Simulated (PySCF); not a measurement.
Compound: C3H11NSSi.
SMILES with atom numbers: `[CH3:1][S:2][SiH2:3][N:4]([CH3:5])[CH3:6]` (hydrogens: H7, H8, H9 on C1; H10, H11 on Si3; H12, H13, H14 on C5; H15, H16, H17 on C6)

Cartesian coordinates in Å at the PBE0-D3(BJ)/def2-SVP level; atoms count from 1:
```
atom  x, y, z in Å
C1     3.3366    0.0335    0.6299
S2     1.7604   -0.0022    1.5414
Si3    0.4047   -0.6721    0.0146
N4    -1.1247    0.0803    0.2785
C5    -2.3769   -0.6281    0.2160
C6    -1.2450    1.5133    0.3827
H7     3.7183   -0.9794    0.4415
H8     4.0556    0.5668    1.2661
H9     3.2362    0.5725   -0.3227
H10    0.1440   -2.1421    0.0398
H11    1.0955   -0.3265   -1.2755
H12   -2.2078   -1.7143    0.1832
H13   -2.9729   -0.3550   -0.6774
H14   -3.0012   -0.4128    1.1040
H15   -0.2588    1.9682    0.5599
H16   -1.6799    1.9700   -0.5286
H17   -1.8915    1.7944    1.2348
```

The closed-shell ground state was solved at several levels (PySCF, density fitting, gas phase, non-relativistic).

```csv
level,basis functions,total energy (Eh),HOMO (eV),LUMO (eV),gap (eV),dipole (D)
wB97X-D/pcSseg-1,171,-863.2960,-8.29,2.20,10.49,1.43
PBE0/pcSseg-1,171,-862.8812,-6.43,0.43,6.86,1.34
```

Question: Estimate the row for wB97X-D/def2-SVPD, a basis of 219 functions; the other rows only guide the guess.

Answer: Total energy -863.0194 Eh, HOMO -8.28 eV, LUMO 1.86 eV, gap 10.14 eV, dipole 1.24 D.

Question: Over all these levels, which gives the widest orbital gap and which the narrowest?

Answer: wB97X-D/pcSseg-1 (range-separated hybrid) has the widest, 10.49 eV, and PBE0/pcSseg-1 (global hybrid, 25 % exact exchange) the narrowest, 6.86 eV. The two share the basis. From the narrowest to the widest the HOMO moves by -1.86 eV and the LUMO by +1.77 eV.

Question: How far do the dipole and the HOMO energy spread over the levels?

Answer: The dipole runs from 1.24 to 1.43 D (mean 1.34 D) and the HOMO from -8.29 to -6.43 eV.

One conformer stands for the species.

The pairwise dispersion term of wB97X-D wasn't added to the energies; at a given geometry it leaves orbitals and properties as they are.
